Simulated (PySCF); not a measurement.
**A single-point calculation**

Os(NH3)4 (singlet). PySCF 2.14.0, RKS PBE0, Os def2-SVP with ECP60, N def2-SVP, H def2-SVP; non-relativistic Hamiltonian with scalar-relativistic core potentials where named; density fitting; no spin-orbit coupling. Purpose: singlet excitations, Tamm-Dancoff PBE0.

```python
mol = gto.M(atom='''
Os     0.00000    -0.00000     0.00152
N      2.11298     0.00205    -0.00202
H      2.53657    -0.80864     0.47850
H      2.50303     0.00132    -0.95804
H      2.53572     0.81420     0.47701
N     -0.00205     2.11298    -0.00202
H      0.80864     2.53657     0.47850
H     -0.00132     2.50303    -0.95804
H     -0.81420     2.53572     0.47701
N     -2.11298    -0.00205    -0.00202
H     -2.53657     0.80864     0.47850
H     -2.50303    -0.00132    -0.95804
H     -2.53572    -0.81420     0.47701
N      0.00205    -2.11298    -0.00202
H     -0.80864    -2.53657     0.47850
H      0.00132    -2.50303    -0.95804
H      0.81420    -2.53572     0.47701''',
    basis={'Os': 'def2-SVP', 'N': 'def2-SVP', 'H': 'def2-SVP'},
    ecp={'Os': 'def2-SVP'},
    charge=0, spin=0)
mf = dft.RKS(mol, xc='PBE0')
mf.grids.atom_grid = (50, 194)
mf = mf.density_fit()  # fitting sets: Os def2-universal-JKFIT, N def2-universal-JKFIT, H def2-universal-JKFIT
mf.conv_tol = 1e-08; mf.max_cycle = 55
mf.kernel(dm0)  # dm0: converged density of the relaxed state
td = mf.TDA(); td.nstates = 8; td.kernel()
```

Run from Python with OMP_NUM_THREADS=4; the lines above give its settings. Where DIIS fails, smearing, a level shift and second-order steps follow.
It took 64 s on 4 threads of Arm Neoverse V2 (shared host), from an already converged density.

(1) Where do the frontier levels lie, over both spins?

(2) What are the Mulliken charges and spins?

(3) Which singlet excitations follow (Tamm-Dancoff, 8 states)?

The geometry was relaxed with r2SCAN (Os def2-SVP with ECP60, N def2-SVP, H def2-SVP).

Answers

(1) HOMO -1.88 eV, LUMO 1.30 eV. 

(2) 
```json
{"atom": "Os1", "charge (e)": "-0.911", "spin (e)": "0.000"}
{"atom": "N2", "charge (e)": "-0.127", "spin (e)": "0.000"}
{"atom": "H3", "charge (e)": "0.114", "spin (e)": "0.000"}
{"atom": "H4", "charge (e)": "0.128", "spin (e)": "0.000"}
{"atom": "H5", "charge (e)": "0.113", "spin (e)": "0.000"}
{"atom": "N6", "charge (e)": "-0.127", "spin (e)": "0.000"}
{"atom": "H7", "charge (e)": "0.114", "spin (e)": "0.000"}
{"atom": "H8", "charge (e)": "0.128", "spin (e)": "0.000"}
{"atom": "H9", "charge (e)": "0.113", "spin (e)": "0.000"}
{"atom": "N10", "charge (e)": "-0.127", "spin (e)": "0.000"}
{"atom": "H11", "charge (e)": "0.114", "spin (e)": "0.000"}
{"atom": "H12", "charge (e)": "0.128", "spin (e)": "0.000"}
{"atom": "H13", "charge (e)": "0.113", "spin (e)": "0.000"}
{"atom": "N14", "charge (e)": "-0.127", "spin (e)": "0.000"}
{"atom": "H15", "charge (e)": "0.114", "spin (e)": "0.000"}
{"atom": "H16", "charge (e)": "0.128", "spin (e)": "0.000"}
{"atom": "H17", "charge (e)": "0.113", "spin (e)": "0.000"}
```

(3) 
```json
{"state": "1", "eV": "1.63", "oscillator strength": "0.0001"}
{"state": "2", "eV": "1.63", "oscillator strength": "0.0001"}
{"state": "3", "eV": "2.26", "oscillator strength": "0.0000"}
{"state": "4", "eV": "2.31", "oscillator strength": "0.0000"}
{"state": "5", "eV": "2.32", "oscillator strength": "0.0036"}
{"state": "6", "eV": "2.33", "oscillator strength": "0.0000"}
{"state": "7", "eV": "2.35", "oscillator strength": "0.0000"}
{"state": "8", "eV": "2.55", "oscillator strength": "0.0378"}
```
Functionals without range separation put charge-transfer states too low; the basis has no diffuse functions.
